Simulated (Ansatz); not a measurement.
Relaxation of CH$_{3}$AlFI (7 atoms, charge 0, multiplicity 1), to a largest force component of 0.02 eV/Å in at most 50 steps.

These are results of RHF/def2-SVP in Ansatz, not measurements.

```xyz
7
Properties=species:S:1:pos:R:3
C 0.092 0.960 -0.019
Al 0.095 -0.982 0.133
F 1.360 -1.765 1.093
I -1.615 -2.408 -1.053
H -0.816 1.291 -0.682
H -0.066 1.472 0.975
H 1.012 1.365 -0.493
```

Problem. Where does it end, and by what steps?

Solution. It converged. After 4 steps the energy has fallen by 0.364 eV; F3 moved furthest, 0.15 Å.

```csv
step,energy less start (eV),largest force component (eV/Å),accepted
0,0.0000,2.206,yes
1,-0.2704,1.378,yes
2,-0.3483,0.736,yes
3,-0.3631,0.096,yes
4,-0.3637,0.012,yes
```

```xyz
7
Properties=species:S:1:pos:R:3
C 0.060 0.973 -0.032
Al 0.084 -0.963 0.111
F 1.255 -1.706 1.006
I -1.547 -2.472 -0.982
H -0.754 1.340 -0.660
H -0.042 1.423 0.960
H 1.004 1.336 -0.449
```

Run time: 14 s on 1 thread of Arm Neoverse V1 (shared host), peak memory 0.17 GiB.
